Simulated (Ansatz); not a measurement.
C3H7AlOSi, relaxed with RKS PBE0-D4/def2-TZVP in Ansatz 0.2.0 from a PBE-D4/def2-SVP geometry. The force threshold is 0.005 eV/Å; the program also tests the step.

Charge 0, multiplicity 1. The bonds changed during the relaxation, so this is another structure than the one it started from.

Start:

```xyz
13

C    -1.415   -2.013   -0.052
C    -0.941   -1.194    0.915
Al    0.107    0.389    0.465
Si    0.879    0.921   -1.799
C     0.547    1.657    1.897
O     1.509    0.841    1.890
H    -1.225   -1.827   -1.126
H    -2.025   -2.911    0.165
H    -1.192   -1.460    1.961
H     2.218    0.288   -2.095
H     1.036    2.406   -2.025
H    -0.082    0.412   -2.848
H     0.583    2.490    2.653
```

(1) By how much does the energy fall, and how many steps does the optimiser take? (An estimate is asked.)

(2) Which bonds change most? (Best estimate.)

(3) Give the relaxed structure. (Estimate.)

Results:

(1) Ansatz gave: 1.70 kcal/mol, in 41 steps, 4 of them rejected.

(2) Ansatz gave: Al3–O6 from 2.049 to 1.967 Å; C5–H13 from 1.126 to 1.104 Å; Al3–C5 from 1.962 to 1.944 Å; Si4–H10 from 1.511 to 1.492 Å.

(3) Ansatz gave: 
```xyz
13

C    -1.208   -2.100   -0.016
C    -0.879   -1.220    0.932
Al    0.096    0.389    0.469
Si    0.843    0.915   -1.798
C     0.347    1.747    1.837
O     1.342    0.991    1.867
H    -0.933   -1.953   -1.059
H    -1.765   -3.013    0.190
H    -1.197   -1.454    1.949
H     1.454   -0.258   -2.488
H     1.861    2.006   -1.796
H    -0.289    1.376   -2.655
H     0.328    2.574    2.568
```
